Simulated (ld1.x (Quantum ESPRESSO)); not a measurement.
**Building the RRKJ potential for molybdenum (PBE, fully relativistic).**

Mo, norm-conserving RRKJ (Kleinman–Bylander form), made with ld1.x (Quantum ESPRESSO) 7.5 (PBE, fully relativistic). Core [Ar] 3d10, reference 4s2 4p6 4d5 5s1 5p0. Waves: 4s (bound): rc 1.75 bohr; 4d (bound): rc 1.85 bohr; 4f channel at -0.05 Ry: rc 1.95 bohr; 4p (bound): rc 1.35 bohr. Local part: the p channel. Core correction: none.

Open shells are filled in proportion to 2j + 1 (rel_dist='average').

Occupied shells without a wave of their own: 5s. They enter only through the test configuration that unscreens the potential.

All-electron outer shells of the reference configuration (PBE, scalar-relativistic, ld1.x):

| shell | level (eV) | outermost node (bohr) | outermost maximum (bohr) |
| --- | --- | --- | --- |
| 3p | -379.25 | 0.17 | 0.38 |
| 3d | -220.98 | – | 0.32 |
| 4s | -64.35 | 0.51 | 0.99 |
| 4p | -38.49 | 0.52 | 1.08 |
| 5s | -4.09 | 1.34 | 2.93 |
| 4d | -3.75 | 0.53 | 1.38 |
| 5p | -1.04 | 1.54 | 4.11 |

Question: Tests: 4s2 4p6 4d5 5s0 5p0; 4s2 4p6 4d4 5s0 5p0; 4s2 4p6 4d3 5s0 5p0; 4s2 4p6 4d4 5s2 5p0; 4s1 4p6 4d5 5s1 5p0; 4s2 4p6 4d4 5s1 5p1; 4s2 4p6 4d5 5s0.5 5p0. Which has the largest error in its energy relative to the reference configuration, and how large is it?

Answer: 4s2 4p6 4d3 5s0 5p0, with -870 meV (all-electron minus pseudo) on +49.09 eV.

A Bessel basis up to 400 Ry misses an occupied level by 1.98 Ry, so cutoffs and ghosts were not judged. The potential misses its own reference levels by up to 1.7 eV, so it is not fit for use.
